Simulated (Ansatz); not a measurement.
Basis-set extrapolation for `CB(C)[SiH2]F` (PBE0-D4/def2-TZVP geometry, frozen core, Ansatz 0.2.0). Multiplicity 1, RHF reference.

|  | def2-TZVPP | def2-QZVPP |
| --- | --- | --- |
| HF | -493.606153 | -493.625116 |
| MP2 correlation | -0.825274 | -0.887793 |
| CCSD(T) correlation | -0.909727 | not run |

Energies in hartree. Use E(X) = E(∞) + A·exp(−7.88·√X) for Hartree–Fock and E(X) = E(∞) + B·X^(−2.97) for correlation, with X = 3 and 4, and add CCSD(T) minus MP2 of the smaller set to the MP2 limit.

Q: What is the CCSD(T) energy at the basis-set limit?

A: HF limit: -493.625116 + (-0.018963) × 0.13774 = -493.62773. MP2 limit: -0.887793 + (-0.062519) × 0.74074 = -0.93410. Higher-order term: -0.909727 − (-0.825274) = -0.08445. Total: -494.64628 hartree, 342.4 kJ/mol below CCSD(T)/def2-TZVPP.
